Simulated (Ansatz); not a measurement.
Ligand exchange: CuI + H3NO → CuNH2 + HOI

Species: CuI, singlet; H3NO (hydroxylamine) `NO`, singlet; CuNH2 `[NH2][Cu]`, singlet; HOI (hypoiodous acid) `OI`, singlet. The partners trade I for NH2: Cu–I and O–NH2 bonds give way to Cu–NH2 and O–I.

Shapes, held fixed at every level: PBE0-D4/def2-TZVP. Flexible molecules stand in one conformer, not always the lowest. Programs: Ansatz 0.2.0. The zero-point and thermal change to 298 K, harmonic and unscaled (PBE0-D4/def2-TZVP), is -11.4 kJ/mol.

```tsv
level	kind	ΔH(298 K) (kJ/mol)
HF/def2-SVP	Hartree–Fock	+224.3
HF/def2-TZVPP	Hartree–Fock	+180.1
PBE-D4/def2-TZVPP	GGA	+72.8
r2SCAN-D4/def2-TZVPP	meta-GGA	+84.4
r2SCAN0-D4/def2-TZVPP	global hybrid	+116.3
wB97X-V/def2-TZVPP	range-separated hybrid	+108.7
wB97M-V/def2-TZVPP	range-separated hybrid	+104.6
```

wB97M-V/def2-TZVPP gives ΔH(298 K) = +104.6 kJ/mol; the levels span +72.8 to +224.3. The median of the levels is +108.7. No measured value is set beside it here. For atoms past krypton def2 sets carry core potentials with scalar relativity. Relativity is left out for Cu.
